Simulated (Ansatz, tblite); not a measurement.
Cost and result up the ladder for the cluster Cu8Te (the lowest singlet isomer of a short search) (9 atoms). Total charge 0; singlet. Geometry: r2SCAN-D4/def2-SVP.

```
atom    x (Å)    y (Å)    z (Å)
 Cu1   1.0519  -0.8168   1.2965
 Cu2  -1.5993  -0.3592  -0.7656
 Cu3  -1.1124   0.3367   1.4506
 Cu4   0.5007  -1.4786  -0.9151
 Cu5  -0.9796  -1.9600   0.9134
 Cu6  -0.4722   1.7049  -0.3800
 Cu7   0.9250   1.5268   1.5649
 Cu8   1.6279   0.5856  -0.5294
 Te9   0.0581   0.4606  -2.6354
```

Ansatz on 4 threads of Arm Neoverse V1 on a shared host; xTB runs through tblite on one thread. Times are rough, summed over both states, and most runs start from the orbitals of an earlier one. No level here is sound enough to serve as a yardstick. The other state is a triplet.

In the def2 sets Te takes a core potential; there is no spin–orbit coupling. The xTB rows come from tblite. The structure comes from a short search, and lower isomers may exist.

xTB has no spin-polarisation term.

```
             level  functions  vertical triplet (eV)
          GFN1-xTB         81                   1.05
          GFN2-xTB         81                   2.87
   PBE-D4/def2-SVP        274                   0.88
r2SCAN-D4/def2-SVP        274                   0.87
```

Task: Estimate how long each takes.

Result: GFN1-xTB 0.036 s; GFN2-xTB 0.043 s; PBE-D4/def2-SVP 48 s; r2SCAN-D4/def2-SVP 2 min. On shared hardware such times vary by a factor of up to 3.
